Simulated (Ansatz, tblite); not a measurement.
Removing an electron: BMe2(hfac) (C₇H₇BF₆O₂). The state is a singlet with charge 0. Geometry: r2SCAN-D4/def2-SVP. Ansatz, gas phase; energy differences of separate SCF runs; the oxidised species was run as a doublet alone.

```xyz
23

B     0.125   -0.824   -1.053
C    -1.114   -1.051   -2.019
H    -2.008   -0.482   -1.711
H    -1.394   -2.117   -2.049
H    -0.869   -0.750   -3.051
C     1.508   -1.552   -1.326
H     2.281   -1.299   -0.580
H     1.905   -1.284   -2.320
H     1.381   -2.647   -1.311
O    -0.334   -1.190    0.419
C    -0.430   -0.357    1.369
C    -0.909   -0.975    2.682
F    -0.103   -1.975    3.041
F    -2.145   -1.458    2.531
F    -0.927   -0.069    3.667
C    -0.146    1.005    1.274
C     0.276    1.463    0.020
C     0.611    2.947   -0.152
F     0.965    3.232   -1.396
F     1.614    3.278    0.673
F    -0.455    3.690    0.177
O     0.413    0.743   -1.009
H    -0.245    1.674    2.126
```

The xTB rows come from tblite. Single mean-field runs in def2-TZVP are fitted with def2-universal-jkfit.

```csv
level,−HOMO (eV),vertical IE (eV),−LUMO (eV),HOMO–LUMO gap (eV)
GFN1-xTB,12.06,14.86,10.51,1.55
PBE0-D4/def2-TZVP,7.73,9.44,3.38,4.35
CAM-B3LYP-D4/def2-TZVP,9.09,9.70,2.32,6.77
```

(1) Estimate the rows for GFN2-xTB, PBE-D4/def2-TZVP.

Answers

(1) 
```
           level  −HOMO (eV)  vertical IE (eV)  −LUMO (eV)  HOMO–LUMO gap (eV)
        GFN2-xTB       11.22             14.06        9.98                1.23
PBE-D4/def2-TZVP        6.49              9.10        4.16                2.33
```

 Raw xTB energy differences between charge states are shifted by several eV; the methods need an empirical correction for them.
